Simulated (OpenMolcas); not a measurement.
## Zn: terms and fine structure

```
Program             : OpenMolcas
Method              : CASSCF
Basis               : ANO-RCC-VQZP [7s6p4d3f2g1h]
Scalar Hamiltonian  : DKH2, point nucleus
Active space        : 2 electrons in 8 orbitals (4s 4p 5s 5p)
State averaging     : 2S+1 = 3 even, 3 roots (0 in the spin-orbit step); 2S+1 = 1 even, 1 root; 2S+1 = 3 odd, 3 roots; 2S+1 = 1 odd, 3 roots
Spin-orbit coupling : RASSI with atomic mean-field integrals over the reference wave functions, term energies averaged over their components
```

With spin-orbit coupling, above the lowest level:

```csv
Configuration,Term,J,E (cm-1),Measured (cm-1),g,Term weight %
4s2,1S,0,0.0,0.0,,100
4s 4p,3P*,0,29248,32311,,100
4s 4p,3P*,1,29404,32501,1.501,100
4s 4p,3P*,2,29719,32890,1.501,100
4s 4p,1P*,1,49123,46745,1.000,100
```

Against the 4 measured excited levels shown (NIST Handbook of Basic Atomic Spectroscopic Data) the mean absolute deviation is 2900 cm-1; the largest miss in energy is 4s 4p 3P* 2: computed 29719, measured 32890 cm-1 (-9.6 %).

Some high roots are left out of the spin-orbit mixing, which shifts the levels that they would mix with. Without dynamic correlation excited terms often stand tens of per cent too high (terms of higher spin than the ground term too low), and those without a measured partner can miss by more than the paired ones. Active for correlation alone: 5p 5s; no level in the range computed is led by a configuration that fills them, so any true level of that kind is missing. Measured partners are found by configuration, term and J. A level has none where our copy of the source lacks it or the pairing is in doubt (some pairs that miss far off the trend of their configuration count as doubtful), and it then counts in no deviation. Levels of configurations outside the active space are missing. The first state left out of the spin-orbit step lies near 75000 cm-1 above the lowest spin-free state of the reference (among the parities and spins computed), and the list stops at four fifths of that energy or lower.

The RASSCF and RASSI steps took 40 s on 1 thread of Intel(R) Xeon(R) Platinum 8488C (Sapphire Rapids), with other jobs on the host; the integral step is not counted.

The term weight is that of the spin-free term in the level, not the purity of its configuration. * marks odd parity.
